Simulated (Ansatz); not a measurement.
Reaction (ligand exchange at the Sn–C bond): `[CH3][SnH2][F]` + CH₃NH₂ → `C[NH][SnH2][F]` + CH₄

Gas-phase electronic energies from Ansatz, PBE0-D4/def2-TZVP geometries. CCSD(T)/CBS adds triple-zeta CCSD(T) − MP2 to the extrapolated MP2 energy (def2 sets, frozen cores). This one scheme is used for every species. Functionals use def2-TZVPP. def2 core potentials past Kr. For Sn outer-core shells are correlated without core-valence functions, which leaves a few kJ/mol of doubt a bond. One conformer a species, not always the lowest.

Is it downhill or uphill in electronic energy at CCSD(T)/CBS, and by how much? (Best estimate.)

Ansatz gave: Downhill: ΔE = -0.22 eV.

What do these levels give: PBE-D4, r2SCAN0-D4, BHLYP-D4, ωB97M-V, PBE, revPBE, PBE0, r2SCAN0, CAM-B3LYP, CCSD(T)/def2-TZVPP, MP2/def2-QZVPP, SCS-MP2/def2-QZVPP? (Best estimate.)

Computed: PBE-D4 -0.21, r2SCAN0-D4 -0.20, BHLYP-D4 -0.23, ωB97M-V -0.20, PBE -0.19, revPBE -0.17, PBE0 -0.16, r2SCAN0 -0.19, CAM-B3LYP -0.22, CCSD(T)/def2-TZVPP -0.21, MP2/def2-QZVPP -0.24, SCS-MP2/def2-QZVPP -0.24 eV.

What do rigid-rotor, harmonic-oscillator terms from PBE0-D4/def2-TZVP frequencies (298.15 K, 1 bar) make of the CCSD(T)/CBS value? (Estimate.)

Computed: ΔZPE = -0.04 eV, ΔH = -0.24 eV, ΔS = -27 J/(mol·K), ΔG = -0.16 eV.

Largest T1 diagnostic among the species: 0.013.

Leaving LDA and LC-ωPBE aside and taking each functional with its dispersion term where it has one, the values, not all of them listed here, spread over 0.09 eV, from BLYP-D4 to HSE06-D4. At CCSD(T), def2-SVP lies −0.08 eV from the extrapolated value and def2-TZVPP +0.01 eV.
